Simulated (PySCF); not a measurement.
**Worked example: oscillator strength and radiative lifetime**

B2Cl3, SMILES [B](B(Cl)Cl)Cl (connectivity only; charge and spin as stated), charge +1, multiplicity 1.

Geometry: PBE-D3(BJ)/def2-SVP. The spin state was assumed, not searched. The isomer is the one that the SMILES or the coordinates give; other isomers of the formula were not compared. One conformer was computed; it need not be the lowest.

TDDFT-LC-ωPBE/def2-SVPD run with PySCF puts the first singlet state with f over 0.02 at 5.15 eV (vertical), with the transition dipole (0.000, -0.574, 0.000) in atomic units.

Q: Find the oscillator strength, the wavelength and the radiative lifetime that this transition would have in vacuum if emission retraced absorption.

A: 
|μ|² = 0.3295 au, so |μ| = 1.46 D. ΔE = 5.15/27.211 = 0.1893 hartree. f = (2/3) ΔE |μ|² = 0.042 (the program prints 0.042).
λ = 1239.84/5.15 = 241 nm; ν = 41538 cm⁻¹.
Einstein's coefficient A = 0.6670 ν² f s⁻¹ (ν in cm⁻¹) = 4.8e7 s⁻¹, so τ = 1/A = 21 ns. This state is S3; the lower singlets have f = 0.001, 0.000. The figure is the radiative limit of this one transition; relaxation, internal conversion, crossing to triplets and a medium change what is measured.
